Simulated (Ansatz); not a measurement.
Reaction (silylene formation by 1,1-elimination): `C[Si](F)(F)C=O` → `O=CF` + `C[Si]F`

Isolated molecules relaxed with PBE0-D4/def2-TZVP in Ansatz; ΔE leaves out vibrations. CBS: MP2 limit from def2 TZ/QZ plus the TZ coupled-cluster correction, frozen cores. This one scheme is used for every species. Functionals use def2-TZVPP. B3LYP here is the variant with VWN-RPA as its local correlation; programs differ in this. Each species was taken in one conformer, which may not be the lowest.

| level | ΔE (kJ/mol) | difference from CCSD(T)/CBS |
| --- | --- | --- |
| PBE-D4 | 299.1 | -30.9 |
| r2SCAN-D4 | 329.9 | -0.1 |
| PBE0-D4 | 319.2 | -10.8 |
| B3LYP-D4 | 313.4 | -16.6 |
| ωB97X-V | 325.0 | -5.0 |
| ωB97M-V | 313.4 | -16.6 |
| B2PLYP | 314.8 | -15.2 |
| PBE | 290.2 | -39.8 |
| r2SCAN | 327.4 | -2.6 |
| PBE0 | 311.5 | -18.5 |
| B3LYP | 299.3 | -30.7 |
| HF/def2-TZVPP | 322.0 | -8.0 |
| MP2/def2-TZVPP | 336.1 | 6.1 |
| SCS-MP2/def2-TZVPP | 328.9 | -1.1 |
| CCSD/def2-TZVPP | 322.1 | -7.9 |
| CCSD(T)/def2-TZVPP | 320.6 | -9.4 |
| HF/def2-QZVPP | 323.5 | -6.5 |
| MP2/def2-QZVPP | 342.0 | 12.0 |
| SCS-MP2/def2-QZVPP | 335.5 | 5.5 |
| HF/CBS(def2) | 323.7 | -6.3 |
| MP2/CBS(def2) | 345.5 | 15.5 |
| CCSD/CBS(def2) | 331.4 | 1.4 |
| CCSD(T)/CBS | 330.0 | 0 |

Largest T1 diagnostic among the species: 0.016.

The D4 term adds +14.1 kJ/mol with B3LYP and +7.7 kJ/mol with PBE0; it sums over pairs of atoms, weighted by their polarisabilities, and B3LYP, whose exchange is more repulsive, gets the larger term. From PBE to PBE0 (25 % exact exchange), in def2-TZVPP and without D4, ΔE moves by +21.2 kJ/mol.
